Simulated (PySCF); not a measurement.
SMILES C=C[CH2][Ga]([O]C)[O]C (GFN2-xTB optimised geometry):

```
19

Ga     0.540    -0.429     0.000
C     -0.742    -2.091    -0.003
C     -2.147    -1.665     0.131
C     -3.000    -1.586    -0.881
H     -0.414    -2.713     0.832
H     -0.558    -2.617    -0.941
H     -2.471    -1.406     1.133
H     -2.705    -1.834    -1.888
H     -4.022    -1.279    -0.741
O      2.293    -0.429     0.000
C      3.419    -1.277     0.002
H      4.022    -1.070    -0.887
H      4.019    -1.072     0.894
H      3.147    -2.337     0.000
O      0.071     1.263     0.000
C     -1.091     2.063     0.001
H     -1.073     2.713     0.880
H     -1.097     2.684    -0.899
H     -2.009     1.469     0.022
```

Method: CAM-B3LYP/def2-SVP run with PySCF.

Problem. What are the frontier orbital energies and the dipole moment?

Solution. HOMO-2 -9.16 eV, HOMO-1 -8.64 eV, HOMO -7.87 eV, LUMO 0.69 eV, LUMO+1 1.03 eV; dipole moment 2.09 D.

Meta-Löwdin charges at CAM-B3LYP/def2-SVP: Ga1 0.81, C2 -0.36, C3 -0.07, C4 -0.25, H5 0.11, H6 0.11, H7 0.10, H8 0.10, H9 0.10, O10 -0.54, C11 -0.05, H12 0.10, H13 0.10, H14 0.08, O15 -0.54, C16 -0.05, H17 0.09, H18 0.09, H19 0.08.
